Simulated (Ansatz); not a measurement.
`CB(F)[CH2][AlH2]` + `CCOC#N` → `CCOB(C)F` + `N#C[CH2][AlH2]`  (formal exchange of groups at a B–C bond)

Program: Ansatz. Geometries: PBE0-D4/def2-TZVP. ΔE: electronic, gas phase. CCSD(T)/CBS is the MP2 limit (def2-TZVPP, def2-QZVPP) plus CCSD(T) − MP2 in def2-TZVPP, frozen cores. DFT in def2-TZVPP. B3LYP here is the variant with VWN-RPA as its local correlation; programs differ in this. Each species was taken in one conformer, which may not be the lowest.

`CB(F)[CH2][AlH2]`:

Z-matrix (Å, degrees):
```
C
B 1 1.566
H 1 1.094 2 111.6
H 1 1.091 2 113.8 3 123.9
H 1 1.097 2 108.6 3 -116.5
F 2 1.346 1 116.6 3 42.3
C 2 1.538 1 125.8 3 -135.7
Al 7 1.963 2 110.4 1 86.9
H 7 1.093 2 113.4 1 -153.3
H 7 1.097 2 111.3 1 -27.2
H 8 1.586 7 120.3 2 113.5
H 8 1.587 7 119.2 2 -68.1
```

`CCOC#N`:

```xyz
10

C     0.287    0.132    1.083
C    -0.702    0.386   -0.020
O    -0.045    0.483   -1.319
C     0.510   -0.595   -1.727
N     1.019   -1.554   -2.122
H    -0.243    0.084    2.037
H     1.026    0.932    1.138
H     0.804   -0.818    0.936
H    -1.456   -0.401   -0.089
H    -1.199    1.350    0.081
```

`CCOB(C)F`:

```xyz
14

C    -1.487    1.569    0.028
C    -0.283    1.142    0.833
O     0.598    0.350    0.045
B     0.535   -0.996    0.025
C     1.499   -1.848   -0.858
F    -0.380   -1.617    0.789
H    -2.122    2.232    0.621
H    -1.179    2.103   -0.873
H    -2.083    0.703   -0.269
H    -0.591    0.590    1.725
H     0.294    2.012    1.154
H     0.929   -2.473   -1.552
H     2.078   -2.536   -0.235
H     2.191   -1.231   -1.432
```

`N#C[CH2][AlH2]`:

Cartesian coordinates in Å:
```
N 0.349 0.656 2.284
C 0.352 0.774 1.135
C 0.289 0.755 -0.303
Al -0.450 -1.080 -0.527
H 1.284 0.879 -0.733
H -0.375 1.539 -0.669
H -2.021 -1.245 -0.543
H 0.572 -2.277 -0.645
```

```csv
level,ΔE (kJ/mol),difference from CCSD(T)/CBS
PBE-D4,-167.5,17.8
PBE0-D4,-173.6,11.7
ωB97X-V,-177.8,7.5
PBE,-168.0,17.3
PBE0,-174.1,11.2
B3LYP,-180.6,4.7
HF/def2-TZVPP,-192.1,-6.8
MP2/def2-QZVPP,-187.7,-2.4
HF/CBS(def2),-192.9,-7.6
CCSD/CBS(def2),-187.9,-2.6
CCSD(T)/CBS,-185.3,0
```

Largest T1 diagnostic among the species: 0.013.

In def2-TZVPP, CCSD(T) changes the Hartree–Fock value by +8.2 kJ/mol (the triples alone add +2.6 kJ/mol) and MP2 by +5.4 kJ/mol. From PBE to PBE0 (25 % exact exchange), in def2-TZVPP and without D4, ΔE moves by −6.1 kJ/mol.

CCSD(T)/CBS has its own doubt, a few kJ/mol and more with outer-core shells, so smaller differences from it don't rank the levels.
